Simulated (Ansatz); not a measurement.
Stepwise reaction of `C[Si](O)(O)S` with ammonia, as a gas-phase model of exchange steps in deposition or etching. ΔE in kJ/mol; ΔG adds harmonic PBE0-D4 terms to CCSD(T)/CBS, at 1 bar.

Gas-phase electronic energies from Ansatz, PBE0-D4/def2-TZVP geometries. CCSD(T)/CBS adds triple-zeta CCSD(T) − MP2 to the extrapolated MP2 energy (def2 sets, frozen cores). This one scheme is used for every species. DFT in def2-TZVPP. B3LYP here is the variant with VWN-RPA as its local correlation; programs differ in this. Each species was taken in one conformer, which may not be the lowest.

| step | reaction | PBE-D4 | B3LYP-D4 | ωB97M-V | CCSD(T)/CBS | ΔG(400 K) |
| --- | --- | --- | --- | --- | --- | --- |
| 1 | `C[Si](O)(O)S` + NH₃ → `C[Si](N)(O)S` + H₂O | 48.8 | 51.5 | 51.1 | 48.3 | 43.4 |
| 2 | `C[Si](N)(O)S` + NH₃ → `C[Si](N)(N)S` + H₂O | 40.4 | 43.7 | 43.7 | 40.4 | 41.9 |

By hand: ΔE of the 2 steps together at CCSD(T)/CBS.

(48.3) + (40.4) = 88.7 kJ/mol, or 44.3 kJ/mol a step.

In ΔE each step is lower than the one before. All are uphill at CCSD(T)/CBS. ΔG lies between 41.9 and 43.4 kJ/mol a step. PBE-D4 differs from CCSD(T)/CBS by 0.0 to 0.5 kJ/mol a step. Only this route is followed, and other bonds may react first. Isolated molecules leave out the surface, adducts and barriers. Largest T1 diagnostic: 0.011.
